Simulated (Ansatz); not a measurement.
The same atomization along the group F, Cl, Br.

Calculated with Ansatz (gas phase, PBE0-D4/def2-TZVP geometries, no zero-point term in ΔE). CBS: MP2 limit from def2 TZ/QZ plus the TZ coupled-cluster correction, frozen cores. This one scheme is used for every species, atoms too. Open shells (•) are unrestricted, without spin–orbit coupling. Spin–orbit coupling would lower the free atoms: a little for C, Cl, F; clearly for Br; strongly for Sn. def2 core potentials past Kr. For Br, Sn outer-core shells are correlated without core-valence functions, so the limit isn't a true one: a few kJ/mol of doubt a bond, and 10 to 20 or more in all where bonds break to atoms. Scalar relativity is left out up to krypton. One conformer a species, not always the lowest.

(1) Order these by ΔE at CCSD(T)/CBS, lowest first. (An estimate is asked.)
A. `C=[CH][SnH2][Cl]` → 2 C• + Cl• + 5 H• + Sn•
B. `C=[CH][SnH2][F]` → 2 C• + F• + 5 H• + Sn•
C. `C=[CH][SnH2][Br]` → 2 C• + Br• + 5 H• + Sn•

Largest T1 diagnostic: 0.013, for `C=[CH][SnH2][F]`.

Results:

(1) C (+718.3 kcal/mol), A (+726.0 kcal/mol), B (+751.2 kcal/mol).

For atomizations the MP2-based limit and the directly extrapolated one differ by several kJ/mol either way, and by 10 to 25 for some Ge, Se and Sn compounds, so smaller differences from it don't rank the levels.
